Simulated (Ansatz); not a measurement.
## Relative stability

The two ends of one reaction step of BH$_{2}$ClF$_{4}$, closed shell (PBE0-D4/def2-TZVP).

A:

B1  (0.028, -1.301, 0.201)
Cl2  (1.583, -0.629, -0.354)
F3  (-0.561, -2.205, -0.531)
F4  (-0.339, -1.078, 1.437)
H5  (-0.879, 1.188, -0.362)
F6  (-1.312, 0.382, -0.579)
H7  (1.066, 1.486, 0.091)
F8  (0.413, 2.157, 0.098)
(Å)

B:

```tsv
atom	x (Å)	y (Å)	z (Å)
B1	-0.7128	-1.2344	0.1706
Cl2	2.0279	-0.1414	-0.2259
F3	-0.5208	-2.2262	-0.6569
F4	-0.5352	-1.3721	1.4583
H5	-0.6309	1.7049	-0.1706
F6	-1.2332	-0.0988	-0.2894
H7	1.5390	1.0530	-0.1750
F8	0.0658	2.3150	-0.1109
```

Computed with Ansatz 0.2.0 (basis: def2-TZVPP); correlated methods freeze the cores. B3LYP uses VWN-RPA correlation.

Task: Which structure is lower at CCSD(T), and by how much? (An estimate is asked for; the value comes from the calculation.)

Result: The calculation gives: B, by 0.567 eV (electronic energy, against the other). By their contacts, A is a complex of BClF₂ ([F][B]([F])[Cl]) + HF + HF and B is a complex of BF₃ ([F][B]([F])[F]) + HCl + HF.

All methods give the same order:

| method | E(B) − E(A) (eV) |
| --- | --- |
| SPW92 | -0.328 |
| PBE-D4 | -0.418 |
| BLYP-D4 | -0.518 |
| r2SCAN-D4 | -0.485 |
| B97M-V | -0.554 |
| PBE0-D4 | -0.477 |
| B3LYP-D4 | -0.558 |
| r2SCAN0-D4 | -0.522 |
| BHLYP-D4 | -0.625 |
| CAM-B3LYP-D4 | -0.570 |
| wB97X-V | -0.516 |
| wB97M-V | -0.505 |
| B2PLYP | -0.565 |
| PBE-QIDH | -0.515 |
| RPA on PBE | -0.582 |
| HF | -0.814 |
| MP2 | -0.519 |
| CCSD | -0.615 |
| CCSD(T) | -0.567 |

T1 diagnostic: at most 0.012.

Labels in which every atom is bracketed show which atoms are joined, not bond orders.

For scale, one of the runs: CCSD(T)/def2-TZVPP, 225 basis functions, launched by `ansatz run in.yaml --threads 8 --pin off --events-out ev --progress --plain --max-ram 19148MiB`. The run took 86 s on 8 CPU threads of an Arm Neoverse V2 (shared host), with 4.2 GiB of host memory at its peak.
